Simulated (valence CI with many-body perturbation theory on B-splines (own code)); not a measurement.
# Hf XXXIII: E2, M1 decay

Calculated by relativistic CI+MBPT: four valence electrons over a frozen Dirac-Fock core [Kr], radial functions for each j: 7 s, 7 p, 8 d, 6 f, 4 g, 1 h, with the one-electron correlation potential Σ1, the two-electron term Σ2, the three-electron term Σ3, Breit, model QED; selected CI, second order for the rest, scaled by the run's own slope (own B-spline code, finite nucleus).

The last digits are not significant, and no measured levels were compared; by estimate large intervals hold to a few tenths of a per cent, small ones and those within an open d or f shell to about a per cent. The list stops below the first excitations out of the core.

Lines 1 to 50 of 119 in falling wavelength, among levels below 959420 cm⁻¹, chosen from the decays that carry over 1 % of a level's rate. Wavelengths and rates use the calculated energies. Electric multipoles are in the length gauge, E1 and E2 with the static RPA response of the core. Weak lines are less certain than strong ones. Lines between different terms over intervals too small for the method are left out, as are lines whose strength nearly cancels. The highest levels of a list are the least certain. Branching is blank where the lifetime is uncertain.

Levels are named by their leading jj configuration (3d3/2^4 stands for four electrons in 3d with j = 3/2), which in mixed levels can hold well under half, so a name can repeat and another be missing. Letters in brackets count levels of one name in rising energy.

| λ vac (Å) | Upper | Lower | Type | A (s⁻¹) | Branch % |
| --- | --- | --- | --- | --- | --- |
| 9487 | (4d3/2^2 4d5/2^2) J=6 | (4d3/2^2 4d5/2^2) J=5 | M1 | 9.18e+00 | 82.3 |
| 8787 | (4d3/2^3 4d5/2) J=3 | (4d3/2^3 4d5/2) J=4 | M1 | 1.53e+01 | 36.1 |
| 8620 | (4d3/2^3 4d5/2) J=3 | (4d3/2^3 4d5/2) J=2 | M1 | 2.69e+01 | 63.8 |
| 2723 | (4d3/2^2 4d5/2^2) J=1 | (4d3/2^2 4d5/2^2) J=0 [a] | M1 | 6.39e+02 | 1.9 |
| 2646 | (4d3/2^2 4d5/2^2) J=4 [b] | (4d3/2^2 4d5/2^2) J=3 [a] | M1 | 4.08e+02 | 6.5 |
| 2642 | (4d3/2^3 4d5/2) J=2 | (4d3/2^3 4d5/2) J=1 | M1 | 1.24e+03 | 99.0 |
| 2369 | (4d3/2^2 4d5/2^2) J=4 [b] | (4d3/2^2 4d5/2^2) J=4 [a] | M1 | 6.72e+01 | 1.1 |
| 2302 | (4d3/2^2 4d5/2^2) J=2 [d] | (4d3/2^2 4d5/2^2) J=2 [c] | M1 | 6.30e+02 | 12.8 |
| 2198 | (4d3/2 4d5/2^3) J=3 [c] | (4d3/2 4d5/2^3) J=2 [a] | M1 | 6.33e+02 |  |
| 2142 | (4d3/2 4d5/2^3) J=3 [b] | (4d3/2 4d5/2^3) J=3 [a] | M1 | 5.06e+02 | 1.1 |
| 2085 | (4d3/2^2 4d5/2^2) J=2 [b] | (4d3/2^2 4d5/2^2) J=2 [a] | M1 | 6.66e+02 | 7.6 |
| 2005 | (4d3/2^2 4d5/2^2) J=4 [c] | (4d3/2^2 4d5/2^2) J=3 [b] | M1 | 3.88e+02 | 2.1 |
| 1657 | (4d3/2 4d5/2^3) J=2 [b] | (4d3/2 4d5/2^3) J=2 [a] | M1 | 6.90e+02 | 1.5 |
| 1627 | (4d3/2 4d5/2^3) J=1 [b] | (4d3/2^2 4d5/2^2) J=0 [b] | M1 | 1.64e+03 | 2.7 |
| 1593 | (4d3/2^2 4d5/2^2) J=0 [c] | (4d3/2 4d5/2^3) J=1 [a] | M1 | 1.57e+03 |  |
| 1385 | (4d3/2 4d5/2^3) J=1 [b] | (4d3/2 4d5/2^3) J=1 [a] | M1 | 7.46e+02 | 1.2 |
| 1377 | (4d3/2^2 4d5/2^2) J=4 [c] | (4d3/2^2 4d5/2^2) J=5 | M1 | 3.95e+02 | 2.2 |
| 1255 | (4d3/2^2 4d5/2^2) J=2 [d] | (4d3/2^2 4d5/2^2) J=2 [b] | M1 | 8.27e+02 | 16.9 |
| 1198 | (4d3/2^2 4d5/2^2) J=2 [d] | (4d3/2^2 4d5/2^2) J=3 [b] | M1 | 3.96e+02 | 8.1 |
| 1188 | (4d3/2^2 4d5/2^2) J=2 [c] | (4d3/2^2 4d5/2^2) J=2 [a] | M1 | 1.21e+03 | 2.5 |
| 1184 | (4d3/2^2 4d5/2^2) J=4 [a] | (4d3/2^3 4d5/2) J=3 | M1 | 3.01e+03 | 11.7 |
| 1153 | (4d3/2 4d5/2^3) J=3 [c] | (4d3/2 4d5/2^3) J=4 [a] | M1 | 1.49e+03 |  |
| 1149 | (4d3/2 4d5/2^3) J=2 [b] | (4d3/2 4d5/2^3) J=1 [a] | M1 | 8.06e+02 | 1.8 |
| 1147 | (4d3/2^2 4d5/2^2) J=4 [c] | (4d3/2^2 4d5/2^2) J=3 [a] | M1 | 2.85e+02 | 1.6 |
| 1128 | (4d3/2 4d5/2^3) J=3 [a] | (4d3/2^2 4d5/2^2) J=4 [b] | M1 | 2.34e+03 | 3.1 |
| 1125 | (4d3/2^2 4d5/2^2) J=3 [a] | (4d3/2^3 4d5/2) J=3 | M1 | 1.50e+04 | 56.3 |
| 1110 | (4d3/2 4d5/2^3) J=2 [a] | (4d3/2^2 4d5/2^2) J=2 [c] | M1 | 3.05e+03 | 4.5 |
| 1092 | (4d3/2^2 4d5/2^2) J=4 [c] | (4d3/2^2 4d5/2^2) J=4 [a] | M1 | 5.44e+03 | 30.0 |
| 1085 | (4d3/2 4d5/2^3) J=3 [c] | (4d3/2^2 4d5/2^2) J=2 [d] | M1 | 1.98e+03 |  |
| 1085 | (4d3/2 4d5/2^3) J=1 [b] | (4d3/2^2 4d5/2^2) J=2 [d] | M1 | 9.33e+03 | 15.3 |
| 1068 | (4d3/2^2 4d5/2^2) J=2 [a] | (4d3/2^3 4d5/2) J=2 | M1 | 8.95e+03 | 18.1 |
| 1044 | (4d3/2 4d5/2^3) J=3 [b] | (4d3/2^2 4d5/2^2) J=2 [c] | M1 | 7.03e+02 | 1.5 |
| 1043 | (4d3/2^2 4d5/2^2) J=4 [a] | (4d3/2^3 4d5/2) J=4 | M1 | 2.27e+04 | 88.3 |
| 1031 | (4d3/2^3 4d5/2) J=1 | (4d3/2^4) J=0 | M1 | 2.47e+04 | 100.0 |
| 1026 | (4d3/2^2 4d5/2^2) J=2 [d] | (4d3/2^2 4d5/2^2) J=1 | M1 | 8.03e+01 | 1.6 |
| 1003 | (4d3/2 4d5/2^3) J=1 [a] | (4d3/2^2 4d5/2^2) J=2 [b] | M1 | 3.81e+03 | 3.8 |
| 995.3 | (4d3/2^2 4d5/2^2) J=3 [a] | (4d3/2^3 4d5/2) J=2 | M1 | 1.16e+04 | 43.6 |
| 986.8 | (4d3/2 4d5/2^3) J=2 [b] | (4d3/2 4d5/2^3) J=3 [a] | M1 | 2.49e+03 | 5.4 |
| 945.2 | (4d3/2 4d5/2^3) J=5 | (4d3/2^2 4d5/2^2) J=4 [b] | M1 | 1.28e+04 | 35.0 |
| 934.6 | (4d3/2 4d5/2^3) J=2 [b] | (4d3/2^2 4d5/2^2) J=2 [d] | M1 | 1.84e+03 | 4.0 |
| 895.7 | (4d3/2 4d5/2^3) J=4 [a] | (4d3/2^2 4d5/2^2) J=5 | M1 | 2.90e+03 | 4.6 |
| 870.8 | (4d3/2^2 4d5/2^2) J=5 | (4d3/2^3 4d5/2) J=4 | M1 | 1.42e+04 | 99.6 |
| 851.1 | (4d3/2 4d5/2^3) J=1 [a] | (4d3/2^2 4d5/2^2) J=1 | M1 | 1.82e+04 | 18.1 |
| 844.1 | (4d3/2 4d5/2^3) J=5 | (4d3/2^2 4d5/2^2) J=6 | M1 | 7.16e+03 | 19.6 |
| 827.9 | (4d3/2^2 4d5/2^2) J=2 [d] | (4d3/2^2 4d5/2^2) J=3 [a] | M1 | 4.10e+02 | 8.4 |
| 814.9 | (4d3/2 4d5/2^3) J=6 | (4d3/2^2 4d5/2^2) J=6 | M1 | 1.45e+04 | 45.0 |
| 808.0 | (4d3/2^2 4d5/2^2) J=1 | (4d3/2^3 4d5/2) J=2 | M1 | 3.21e+04 | 96.5 |
| 800.7 | (4d3/2^2 4d5/2^2) J=0 [a] | (4d3/2^3 4d5/2) J=1 | M1 | 7.90e+04 | 100.0 |
| 797.6 | (4d3/2^2 4d5/2^2) J=6 | (4d3/2^3 4d5/2) J=4 | E2 | 1.98e+00 | 17.7 |
| 795.2 | (4d3/2 4d5/2^3) J=3 [c] | (4d3/2^2 4d5/2^2) J=4 [c] | M1 | 1.63e+04 |  |
